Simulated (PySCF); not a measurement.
**C4H13GeN: core ionisation energies**

Species: GeMe3(NHMe), C4H13GeN.
Structure used (PBE0-D3(BJ)/def2-SVP), in Å, numbered top down from 1:
```
atom  x, y, z in Å
Ge1   -0.013    0.438    0.008
C2     0.050    0.398    1.958
H3    -0.968    0.336    2.371
H4     0.531    1.309    2.345
H5     0.624   -0.468    2.318
C6     1.814    0.404   -0.704
H7     2.383    1.287   -0.373
H8     1.801    0.397   -1.805
H9     2.348   -0.495   -0.361
C10   -0.967    2.007   -0.647
H11   -0.959    2.044   -1.747
H12   -0.495    2.928   -0.272
H13   -2.012    1.988   -0.307
N14   -0.998   -1.024   -0.539
C15   -0.549   -2.364   -0.248
H16   -1.358   -0.938   -1.485
H17    0.321   -2.714   -0.843
H18   -0.257   -2.441    0.813
H19   -1.360   -3.098   -0.397
```

Theory: delta-SCF UKS SCAN, pcX-2 on the ionised atom, pcseg-1 elsewhere, spin-free X2C (PySCF 2.14.0). These are vertical core ionisation energies against the vacuum level, from separate self-consistent calculations with and without the core hole.

Q: What binding energy does each computed site have?

A: 
| atom(s) | bonded to | level | binding energy (eV) | above the level's lowest (eV) | count |
| --- | --- | --- | --- | --- | --- |
| N14 | C, H and Ge | N 1s | 403.65 | 0.00 | 1 |
| C15 | N and 3 H | C 1s | 291.16 | +1.34 | 1 |
| C2/C6/C10 | 3 H and Ge | C 1s | 289.82 | 0.00 | 3 |

Lowest listed C 1s: C2/C6/C10, bonded to 3 H and Ge. Highest, 1.34 eV above it: C15, bonded to N and 3 H.

Q: Express the binding energy of N 1s of N14 in atomic units and per mole.

A: 403.65 eV = 14.8339 Eh = 38946 kJ/mol.

Topologically equivalent atoms share the value of their first member; where this conformer doesn't relate them by symmetry, their own values could differ. No level of germanium is listed. Isolated species at its PBE0-D3(BJ)/def2-SVP geometry, gas phase.

Time: 41 s of wall time; peak memory 0.76 GiB. Hardware: one thread, Arm Neoverse V1 (aarch64), on a shared host.
